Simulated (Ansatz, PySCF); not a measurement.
Gas-phase reaction in SMILES: B[CH2] → [BH]C
Geometries: B3LYP-D3(BJ)/def2-TZVP minima from Ansatz (an electronic-structure program), one conformer each, not searched for the lowest. Frequencies are from Ansatz.

Property: isomerisation energy (enthalpy at 298 K, with B3LYP-D3(BJ) rigid-rotor harmonic-oscillator terms), in eV. Valence correlation only, unless marked. UHF or UKS for open shells. No spin-orbit coupling. No relativistic terms. FCI takes restricted orbitals. CBS marks a two-point X^-3 extrapolation of the correlation energy; Hartree-Fock from the larger set.

```
level                                        program  isomerisation energy (eV)
------------------------------------  --------------  -------------------------
BLYP-D4/def2-TZVPD                    Ansatz + dftd4                       0.44
revPBE-D3(BJ)/def2-TZVPD              Ansatz + dftd3                          …
PBE0/def2-QZVPP                               Ansatz                       0.36
TPSSh-D3(BJ)/def2-TZVPD                PySCF + dftd3                          …
MN15/def2-TZVPD                                PySCF                          …
LC-wPBE/def2-TZVPD                            Ansatz                          …
SCS-MP2/6-31G*                                Ansatz                       0.45
SCS-MP2/def2-SVPD                             Ansatz                       0.38
CCSD/cc-pwCVTZ                                Ansatz                       0.45
CCSD/def2-TZVPPD                              Ansatz                       0.44
FCI/STO-3G                                    Ansatz                       0.77
CCSD(T)/CBS(def2-TZVPPD,def2-QZVPPD)          Ansatz                       0.40
```

Task: Complete the blanks.

Result: 
- revPBE-D3(BJ)/def2-TZVPD, isomerisation energy (eV): 0.35
- TPSSh-D3(BJ)/def2-TZVPD, isomerisation energy (eV): 0.47
- MN15/def2-TZVPD, isomerisation energy (eV): 0.46
- LC-wPBE/def2-TZVPD, isomerisation energy (eV): 0.37
